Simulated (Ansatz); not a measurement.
A series at Ge: from `[SH][Ge]([Cl])([Cl])[Cl]`, ligands are replaced one by one, each step taking up H₂S and setting free HCl; n counts the steps. Ansatz, PBE0-D4/def2-TZVP geometries. Each molecule was computed in one conformer, which needn't be the lowest.

CBS adds triple-zeta CCSD(T) − MP2 to the MP2 limit, frozen cores; atoms without spin–orbit coupling. Outer-core shells of Ge are correlated without core-valence functions. Scalar relativity is left out up to krypton. Spin–orbit coupling is left out.

```
n                    molecule  atomization energy, CCSD(T)/CBS (kJ/mol)
0  `[SH][Ge]([Cl])([Cl])[Cl]`                                    1707.9
1  `[SH][Ge]([SH])([Cl])[Cl]`                                    2010.7
2  `[SH][Ge]([SH])([SH])[Cl]`                                         ?
3  `[SH][Ge]([SH])([SH])[SH]`                                    2611.4
```

Q: By hand: fit a straight line y = ȳ + b (n − n̄) to the 3 given rows and predict n = 2.

A: n̄ = 1.333, ȳ = 2110.00; Σ(n − n̄)(y − ȳ) = 1404.90, Σ(n − n̄)² = 4.667, so b = 301.03 kJ/mol a step. Prediction: 2110.00 + (301.03) × (0.667) = 2310.8 kJ/mol.

Q: By hand: compare with the computed value, 2312.8 kJ/mol, and give the steps along the whole series.

A: The line misses by 2.0 kJ/mol (computed minus predicted). Steps: 302.8, 302.1, 298.6 kJ/mol.

The steps differ by at most 4.2 kJ/mol, 1.4 % of a mean step, so the ligands' effects nearly add and a line is close. The miss is 0.2 % of the series' range. The energies themselves are unsure by some kJ/mol a bond, though much of that is common to the series.
